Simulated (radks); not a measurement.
The numbers below are computed, except where a source is named.
Q: The mean radii <r> (bohr) of the occupied orbitals of an atom or ion are listed with their occupations. Level of theory: scalar-relativistic Kohn-Sham, SCAN, spin-polarised, spherical densities, finite nucleus; meta-GGA in the generalised Kohn-Sham scheme; Fermi nuclear charge, rms radius of each element as measured or else 0.836 A^(1/3) + 0.57 fm (a radial shooting solver on a logarithmic mesh with Libxc functionals).

| orbital | occ. | <r> |
|---|---|---|
| 1s up | 1 | 0.06357 |
| 1s down | 1 | 0.06357 |
| 2s up | 1 | 0.2927 |
| 2s down | 1 | 0.2920 |
| 2p up | 3 | 0.2600 |
| 2p down | 3 | 0.2592 |
| 3s up | 1 | 0.9011 |
| 3s down | 1 | 0.9048 |
| 3p up | 3 | 0.9663 |
| 3p down | 3 | 0.9691 |
| 4s up | 1 | 3.220 |
| 3d up | 5 | 1.469 |

Name the element and its charge. Open shells, if any, are filled with parallel spins first.

A: Z = 24, chromium, charge 0: Cr in [Ar] 3d5 4s1. The 1s radius gives Z: for a bare nucleus <r> = (2 gamma + 1)/(2Z) with gamma = sqrt(1 - (Z/c)^2), 0.06186 bohr for Z = 24, and screening makes it slightly larger (0.06357 here). The occupations add up to 24, and the charge is Z minus that.
